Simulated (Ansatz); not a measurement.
Input for Ansatz (an electronic-structure program): U-B97M-V/def2-TZVPP on NaSi-, 2S+1 = 3, a spin state set in the input, which need not be the lowest, a point of a bond scan (R = 2.898 Å). Charge -1.

Ansatz 0.2 input:
```yaml
crystal:
  periodic: [false, false, false]
  atoms:
    - {symbol: Na, position_ang: [0.00000000, 0.00000000, 0.00000000]}
    - {symbol: Si, position_ang: [0.00000000, 0.00000000, 2.89772600]}
basis:
  gaussian:
    orbitals: def2-TZVPP
    pivot_positions_ang: [[0.00000000, 0.00000000, 0.00000000], [0.00000000, 0.00000000, 2.89772600]]
hamiltonian:
  xc: {name: B97M-V}
total_charge: -1
magnetization: {spin_polarized: true, initial_magnetization: 2}
output: {forces: true, orbitals: {seedname: ./end}}
```

The head of its log:

```
WARN ansatz: RAYON_NUM_THREADS=1 ignored (pool sized by the plan → 1); use --threads N
Functional definition: B97M-V
integrals: 0.03 GiB planned
565 factors; their error is unknown
mean field: 0.32 GiB planned
mean field evaluation 1: about -12284.3808 eV, gradient 1.6e1 eV
mean field evaluation 2: about -12278.5395 eV, gradient 2.8e1 eV
```

Q: Give the final energy of this run.

A: -451.6152 hartree. Its determinant has ⟨S²⟩ = 2.35, a mixture of spin states.
